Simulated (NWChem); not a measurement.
All runs are NWChem calculations. System: Te (-1), charge -1, spin multiplicity 2. Its SCF solution wasn't tested for a lower state. Level: ROCCSD(T)/def2-TZVPD with def2 effective core potentials on Te, 4 core orbitals frozen.

Part of the output:

```
             Northwest Computational Chemistry Package (NWChem) 7.3.0
             --------------------------------------------------------

                                NWChem Input Module
                                -------------------

 Scaling coordinates for geometry "geometry" by  1.889725989
 (inverse scale =  0.529177249)

                             Geometry "geometry" -> ""
                             -------------------------

 Output coordinates in angstroms (scale by  1.889725989 to convert to a.u.)

  No.       Tag          Charge          X              Y              Z
 ---- ---------------- ---------- -------------- -------------- --------------
    1 Te                  52.0000     0.00000000     0.00000000     0.00000000

 Effective nuclear repulsion energy (a.u.)       0.0000000000

            Nuclear Dipole moment (a.u.)
            ----------------------------
        X                 Y               Z
 ---------------- ---------------- ----------------
     0.0000000000     0.0000000000     0.0000000000

      Symmetry information
      --------------------

 Group name             D2h
 Group number             26
 Group order               8
 No. of unique centers     1

      Symmetry unique atoms

     1


 Summary of "ao basis" -> "" (spherical)
 ------------------------------------------------------------------------------
       Tag                 Description            Shells   Functions and Types
 ---------------- ------------------------------  ------  ---------------------
 *                         def2-tzvpd                 on all atoms

 Summary of "ao basis" -> "ao basis" (spherical)
 ------------------------------------------------------------------------------
       Tag                 Description            Shells   Functions and Types
 ---------------- ------------------------------  ------  ---------------------
 Te                        def2-tzvpd               19       59   7s6p4d2f

                                 NWChem SCF Module
                                 -----------------

  ao basis        = "ao basis"
  functions       =    59
  atoms           =     1
  closed shells   =    12
  open shells     =     1
  charge          =  -1.00
  wavefunction    = ROHF
  use symmetry    = T
  symmetry adapt  = T

 Summary of "ao basis" -> "ao basis" (spherical)
 ------------------------------------------------------------------------------
       Tag                 Description            Shells   Functions and Types
 ---------------- ------------------------------  ------  ---------------------
 Te                        def2-tzvpd               19       59   7s6p4d2f

      Symmetry analysis of basis
      --------------------------

        ag         15
        au          2
        b1g         4
        b1u        10
        b2g         4
        b2u        10
        b3g         4
        b3u        10

 Forming initial guess at       0.1s

 Swapping ROHF orbitals    11   13

      Symmetry analysis of molecular orbitals - initial
      -------------------------------------------------

  Numbering of irreducible representations:

     1 ag          2 au          3 b1g         4 b1u         5 b2g
     6 b2u         7 b3g         8 b3u

  Orbital symmetries:

     1 ag          2 b3u         3 b2u         4 b1u         5 ag
     6 b1g         7 b2g         8 ag          9 b3g        10 ag
    11 b1u        12 b2u        13 b3u        14 b3u        15 b2u
    16 b1u        17 ag         18 ag         19 b2g        20 b1g
    21 b3g        22 ag         23 b3u

 Starting SCF solution at       0.1s

 ----------------------------------------------
         Quadratically convergent ROHF

 Convergence threshold     :          1.000E-07
 Maximum no. of iterations :          100
 Final Fock-matrix accuracy:          1.000E-09
 ----------------------------------------------

              iter       energy          gnorm     gmax       time
             ----- ------------------- --------- --------- --------
                 1     -267.0321859390  3.98D-01  1.26D-01      0.5
                 2     -267.0400966031  6.66D-02  3.01D-02      0.5
                 3     -267.0404213707  2.21D-03  1.32D-03      0.5
[...]
    17      0.528579  1 Te px                11     -0.406471  1 Te px
    20      0.319836  1 Te px                14      0.315416  1 Te px

 Vector   14  Occ=0.000000D+00  E= 1.740790D-01  Symmetry=b3u
              MO Center= -4.4D-20, -1.2D-21,  1.6D-21, r^2= 2.3D+01
   Bfn.  Coefficient  Atom+Function         Bfn.  Coefficient  Atom+Function
  ----- ------------  ---------------      ----- ------------  ---------------
    23      1.361516  1 Te px                20     -0.824681  1 Te px
    17      0.189865  1 Te px

 Vector   15  Occ=0.000000D+00  E= 1.781610D-01  Symmetry=b1u
              MO Center= -1.3D-19, -3.7D-16,  1.2D-15, r^2= 2.3D+01
   Bfn.  Coefficient  Atom+Function         Bfn.  Coefficient  Atom+Function
  ----- ------------  ---------------      ----- ------------  ---------------
    25      1.359810  1 Te pz                22     -0.848686  1 Te pz
    19      0.172664  1 Te pz                16     -0.167740  1 Te pz

 Vector   16  Occ=0.000000D+00  E= 1.781610D-01  Symmetry=b2u
              MO Center= -1.3D-19, -2.0D-18,  3.3D-19, r^2= 2.3D+01
   Bfn.  Coefficient  Atom+Function         Bfn.  Coefficient  Atom+Function
  ----- ------------  ---------------      ----- ------------  ---------------
    24      1.359810  1 Te py                21     -0.848686  1 Te py
    18      0.172664  1 Te py                15     -0.167740  1 Te py

 center of mass
 --------------
 x =   0.00000000 y =   0.00000000 z =   0.00000000

 moments of inertia (a.u.)
 ------------------
           0.000000000000           0.000000000000           0.000000000000
           0.000000000000           0.000000000000           0.000000000000
           0.000000000000           0.000000000000           0.000000000000

  Mulliken analysis of the total density
  --------------------------------------

    Atom       Charge   Shell Charges
 -----------   ------   -------------------------------------------------------
    1 Te  24    25.00   0.28 -0.84  1.56  1.00  1.03  0.90  0.07 -0.51  6.47  1.06  2.27  1.50  0.21  9.08  0.89  0.03 -0.00  0.00  0.00

 Mulliken analysis of the open-shell density
 -------------------------------------------

    Atom       Charge   Shell Charges
 -----------   ------   -------------------------------------------------------
    1 Te  24     1.00   0.00 -0.00  0.00  0.00  0.00  0.00 -0.00 -0.01  0.01  0.21  0.50  0.27  0.02  0.00  0.00  0.00  0.00  0.00  0.00

       Multipole analysis of the density wrt the origin
       ------------------------------------------------

     L   x y z        total         open         nuclear
     -   - - -        -----         ----         -------
     0   0 0 0     -1.000000     -1.000000     24.000000

     1   1 0 0      0.000000     -0.000000      0.000000
     1   0 1 0      0.000000     -0.000000      0.000000
     1   0 0 1     -0.000000      0.000000      0.000000

     2   2 0 0    -23.639755     -5.737523      0.000000
     2   1 1 0     -0.000000      0.000000      0.000000
     2   1 0 1      0.000000     -0.000000      0.000000
     2   0 2 0    -28.283603     -1.856151      0.000000
     2   0 1 1      0.000000     -0.000000      0.000000
     2   0 0 2    -28.283603     -1.856151      0.000000

                   NWChem Extensible Many-Electron Theory Module
                   ---------------------------------------------


            General Information
            -------------------
      Number of processors :     1
         Wavefunction type : Restricted open-shell Hartree-Fock
          No. of electrons :    25
           Alpha electrons :    13
            Beta electrons :    12
           No. of orbitals :   118
            Alpha orbitals :    59
             Beta orbitals :    59
        Alpha frozen cores :     4
         Beta frozen cores :     4
     Alpha frozen virtuals :     0
      Beta frozen virtuals :     0
         Spin multiplicity : doublet
    Number of AO functions :    59
       Number of AO shells :    19
        Use of symmetry is : on
      Symmetry adaption is : on
         Schwarz screening : 0.10D-09

          Correlation Information
          -----------------------
          Calculation type : Coupled-cluster singles & doubles w/ perturbation
   Perturbative correction : (T)
            Max iterations :      100
        Residual threshold : 0.10D-05
     T(0) DIIS level shift : 0.00D+00
     L(0) DIIS level shift : 0.00D+00
     T(1) DIIS level shift : 0.00D+00
     L(1) DIIS level shift : 0.00D+00
     T(R) DIIS level shift : 0.00D+00
     T(I) DIIS level shift : 0.00D+00
   CC-T/L Amplitude update :  5-th order DIIS
                I/O scheme : Global Array Library
        L-threshold :  0.10D-05
        EOM-threshold :  0.10D-05
 no EOMCCSD initial starts read in
 TCE RESTART OPTIONS
 SLICE:      F
 D4D5:       F
 quantumc:   F
 qrotation:  F
 pwtce:      F
 qducc:      F
 nacto:                         0
 nrotv:                         0
 nrot:                          0

            Memory Information
            ------------------
          Available GA space size is     249029838 doubles
          Available MA space size is     104842012 doubles

 Maximum block size supplied by input
 Maximum block size        24 doubles

 tile_dim =     11

 -------------------------------------------------

 Global array virtual files algorithm will be used

 Parallel file system coherency ......... OK

 4-electron integrals stored in orbital form

 v2    file size   =           246115
 4-index algorithm nr.  13 is used
 imaxsize =       30
 imaxsize ichop =        0


CCSD iterations
 ---------------------------------------------------------
 Iter          Residuum       Correlation     Cpu    Wall
 ---------------------------------------------------------
    1   0.2083523010478  -0.4502183468436     2.6     2.6
    2   0.0327936387845  -0.4174688431396     2.7     2.7
    3   0.0085903606150  -0.4269760322576     4.0     4.0
    4   0.0024568816143  -0.4261746654605     4.1     4.1
    5   0.0014308656195  -0.4265919459662     3.8     3.8
    6   0.0007681785013  -0.4266343843649     3.9     3.9
    7   0.0003981621835  -0.4266258740035     4.3     4.3
    8   0.0003500883859  -0.4266189974624     4.3     4.3
    9   0.0003379889975  -0.4266250266833     4.1     4.1
   10   0.0003614619630  -0.4266244469329     4.2     4.2
   11   0.0000288575999  -0.4266288253229     4.1     4.1
   12   0.0000140423051  -0.4266271755450     4.1     4.1
   13   0.0000077432577  -0.4266272268373     4.0     4.0
   14   0.0000048069926  -0.4266271698234     4.2     4.2
   15   0.0000031227755  -0.4266271837470     4.3     4.3
   16   0.0000012001551  -0.4266272337674     4.2     4.2
   17   0.0000006208395  -0.4266271797563     4.1     4.1
 -----------------------------------------------------------------
 Iterations converged
 CCSD correlation energy / hartree =        -0.426627179756323
 CCSD total energy / hartree       =      -267.467049306267768

 Singles contributions

 Doubles contributions
 CCSD(T)
 Using plain CCSD(T) code
             total no. of tasks        15807
 total no. of tasks / no. procs        15807
                         wl_min            1           1.0
                         wl_max        35937           5.7
        thresh for no. of tasks        15807

 CCSD[T]  correction energy / hartree =        -0.009264211069485
 CCSD[T] correlation energy / hartree =        -0.435891390825808
 CCSD[T] total energy / hartree       =      -267.476313517337246
 CCSD(T)  correction energy / hartree =        -0.009069511145485
 CCSD(T) correlation energy / hartree =        -0.435696690901808
 CCSD(T) total energy / hartree       =      -267.476118817413237

 Task  times  cpu:       81.8s     wall:       81.8s

 Total times  cpu:       81.8s     wall:       81.8s
```

Question: Write an NWChem input that would produce this output.

Answer: This is not unique; one that fits is 
```
start mol
memory heap 100 mb stack 700 mb global 1900 mb
charge -1
geometry units angstroms nocenter noautoz
  Te     0.000000     0.000000     0.000000
  symmetry group D2h
end
basis spherical
  * library def2-tzvpd
end
ecp
  Te library def2-ecp
end
scf
  rohf
  nopen 1
  maxiter 100
  thresh 1e-7
  semidirect memsize 60000000 filesize 0
  # guess.movecs holds the orbitals of an unrestricted PBE0 run
  vectors input guess.movecs swap 11 13 output mol.movecs
end
tce
  freeze core 4
  ccsd(t)
  2eorb
  2emet 13
  thresh 1e-6
  maxiter 100
  tilesize 24
end
task tce energy
```
